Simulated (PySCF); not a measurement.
Multinuclear NMR of C$_{5}$H$_{16}$Si$_{2}$

Structure with atom numbers: `[CH3:1][C:2]([CH3:3])([CH3:4])[SiH2:5][CH2:6][SiH3:7]`. Each H is labelled by its parent atom.

- geometry: GFN2-xTB
- shielding tensors at PBE0/pcSseg-1 (GIAO)
- run in PySCF 2.14
- single conformer, rapidly exchanging positions averaged, non-relativistic Hamiltonian, no solvent model

Predict the ²⁹Si NMR data.

Results:


```json
{"atoms": "Si5", "environment": "silicon bonded to 2 C, 2 H", "σ (ppm)": "370.5", "δ (ppm)": "-24.6"}
{"atoms": "Si7", "environment": "silicon bonded to C, 3 H", "σ (ppm)": "423.4", "δ (ppm)": "-68.1"}
```

Shieldings were converted by a linear fit to measured shifts: ²⁹Si: δ = 279.94 − 0.822σ (rms 8.9 ppm, 72 shifts, 25.8 ppm with the 6 outliers that the fit left out vs TMS, solution or neat liquid). A few per cent of atoms miss by over 2 rms, more outside the fitted compound classes.

On a 400 MHz spectrometer ²⁹Si resonates near 79.5 MHz, so 1 ppm is 79.5 Hz.
